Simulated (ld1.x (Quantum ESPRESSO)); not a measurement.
**What one change does to a pseudopotential (antimony (Sb), RRKJ)**

```
Element                 : antimony
Generator               : ld1.x (Quantum ESPRESSO) 7.5
Type                    : norm-conserving RRKJ (Kleinman–Bylander form)
Functional              : LDA (PZ)
Relativity              : scalar-relativistic
Frozen core             : [Kr] 4d10
Valence charge          : 5
Reference configuration : 5s2 5p3
Partial waves           : 5s (bound): rc 1.75 bohr; 5p (bound): rc 1.95 bohr; 5d channel at 0.45 Ry: rc 1.65 bohr
Local potential         : the d channel
Core correction         : Bessel-smoothed model core inside 1.05 bohr
rho0                    : 0.02
```

Change: all radii but the core radius scaled by about 1.29 (s 2.26, p 2.52, d 2.12 bohr).

Cutoffs: the cutoffs (Ry, on a coarse ladder) from which the occupation-weighted sum of valence levels, in a spherical-Bessel basis at the reference potential, stays within 10 and 1 mRy of its value at 400 Ry; they do not see the model core or the augmentation charge, which bear on the density cutoff. Errors are all-electron minus pseudo energies relative to the spin-unpolarised reference configuration.

What does the change do?

The potential gets softer (40 Ry and 50 Ry → 25 Ry and 35 Ry); both files keep a bound ghost (p, s); the number of tests that count goes from 9 to 6; of the 6 tests that both files solve, the error grows in 1 and shrinks in 3 by more than 15 % and 0.3 meV (median size 4.4 → 5.4 meV). A larger radius leaves more room for a smooth pseudo-wave, so fewer plane waves are needed.

| quantity | base | changed |
| --- | --- | --- |
| cutoff, loose | 40 Ry | 25 Ry |
| cutoff, tight | 50 Ry | 35 Ry |
| loose cutoff by channel (10 mRy a level) | s 35 Ry, p 12 Ry | s 18 Ry, p 15 Ry |
| bound ghosts | s, p | s, p |
| tests counted (converged, no solver errors) | 9 of 9 | 6 of 9 |
| error for 5s2 5p0, meV [ΔE 49.56 eV] | -141 | -104 |
| error for 5s2 5p2.5, meV [ΔE 3.36 eV] | -1.4 | -1.6 |
| error for 5s2 5p3.3, meV [ΔE -1.21 eV] | +0.2 | +0.1 |
| error for 5s1 5p0, meV [ΔE 94.38 eV] | -478 | -405 |
| error for 5s2 5p3 (spin-polarised), meV [ΔE -1.09 eV] | -0.6 | +9.2 |
| error for 5s2 5p2 (spin-polarised), meV [ΔE 7.93 eV] | -7.5 | -0.7 |

Changed file: Tests not counted: 5s2 5p2 (solver errors, printed error -119 eV); 5s2 5p1 (solver errors, printed error -760 meV); 5s0 5p5 (solver errors, printed error -99.0 eV). These tests converged, but a pseudo level misses the all-electron one widely, so the file describes the atom poorly there or has found another state: 5s1 5p0: empty 5p by 8.4 eV. A true bound ghost makes a file unfit for plane-wave use even where its test errors are small: the radial tests pick states by their node count and pass the ghost by. Where a test does run into it, the solver fails or the error is huge.
